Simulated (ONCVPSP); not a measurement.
An all-electron radial function and its pseudo partner (Cu (Z = 29))

Columns: radius, all-electron u(r) and pseudo u(r) of the 3p shell (level -73.30 eV) of copper in the configuration [Ne] 3s2 3p6 3d10 4s0.5 4p0.5; PBE, scalar-relativistic, ONCV scheme, ONCVPSP 4.0.1.

```tsv
r (bohr)	all-electron	pseudo
0.060	-0.4104	0.0324
0.120	-0.6529	0.1254
0.180	-0.5007	0.2678
0.240	-0.1375	0.4429
0.300	0.2708	0.6315
0.360	0.6317	0.8142
0.420	0.9079	0.9739
0.480	1.0940	1.0984
0.540	1.2000	1.1810
0.600	1.2419	1.2209
0.660	1.2352	1.2211
0.720	1.1950	1.1887
0.780	1.1327	1.1317
0.840	1.0574	1.0586
0.900	0.9756	0.9769
0.960	0.8920	0.8925
1.020	0.8095	0.8096
1.080	0.7305	0.7304
1.140	0.6560	0.6559
1.200	0.5869	0.5868
1.260	0.5233	0.5232
1.320	0.4654	0.4653
1.380	0.4129	0.4129
1.440	0.3657	0.3656
1.500	0.3233	0.3232
1.560	0.2854	0.2854
```

Question: How many radial nodes do the two functions have?

Answer: The all-electron 3p function has n − l − 1 = 1; the pseudo-wave has 0, since the states of the same l below it are removed with the core.

Question: At about which radius was the pseudo-wave matched?

Answer: 1.15 bohr. The columns agree to 0.0005 from 0.96 bohr on; several derivatives are matched, so the curves merge somewhat inside the radius.

Question: Is the pseudo-wave norm-conserving?

Answer: Yes: the ONCV scheme keeps the norm inside the radius equal to the all-electron one, which fixes the energy derivative of the logarithmic derivative at the level.
